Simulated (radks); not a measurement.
The numbers below are computed, except where a source is named.
Problem. Ca, 20 electrons, occupied as [Ne] 3s1.5 3p6 4s2 5s0.5 (fractional occupations, a model configuration). Level of theory: non-relativistic Kohn-Sham, revTPSS, spin-unpolarised, spherical densities, point nucleus; meta-GGA in the generalised Kohn-Sham scheme (a radial shooting solver on a logarithmic mesh with Libxc functionals). Some entries of the table are withheld. Estimate them.

orbital  occ.  eigenvalue (hartree)  <r> (bohr)
1s          2             -145.0743     0.07728
2s          2             -15.45945      0.3659
2p          6             -12.58356         (1)
3s        1.5              -1.95716       1.148
3p          6              -1.24330         (2)
4s          2              -0.21431       3.644
5s        0.5                   (3)       11.46

Solution. 
(1) 2p <r> (bohr): 0.3287
(2) 3p <r> (bohr): 1.245
(3) 5s eigenvalue (hartree): -0.03368
